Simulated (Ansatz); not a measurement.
Reactions of CH₅GeN, SMILES `C=[N][GeH3]`.

Computed with Ansatz on PBE0-D4/def2-TZVP structures; ΔE is electronic, products minus reactants. CCSD(T)/CBS is the MP2 limit (def2-TZVPP, def2-QZVPP) plus CCSD(T) − MP2 in def2-TZVPP, frozen cores. This one scheme is used for every species. def2 core potentials past Kr. For Ge, Te outer-core shells are correlated without core-valence functions, which leaves a few kJ/mol of doubt a bond. Scalar relativity is left out up to krypton. One conformer a species, not always the lowest.

```tsv
reaction	MP2/CBS(def2) (kJ/mol)	CCSD(T)/CBS(def2) (kJ/mol)
`C=[N][GeH3]` + `C#C` → `C#[C][GeH3]` + `C=N`	-19	-20
`C=[N][GeH3]` + HCl → `[Cl][GeH3]` + `C=N`	-70	-71
`C=[N][GeH3]` + `[OH][GeH2][OH]` → `[OH][GeH]([OH])[GeH3]` + `C=N`	-26	-31
`C=[N][GeH3]` + H₂Te → `[GeH3][TeH]` + `C=N`	-71	-68
`C=[N][GeH3]` + H₂O → `[OH][GeH3]` + `C=N`	-15	-18
`C=[N][GeH3]` + `CO[SiH](O)F` → `CO[SiH](F)[O][GeH3]` + `C=N`	-39	-42
```

Largest T1 diagnostic: 0.013, for `C#C`.
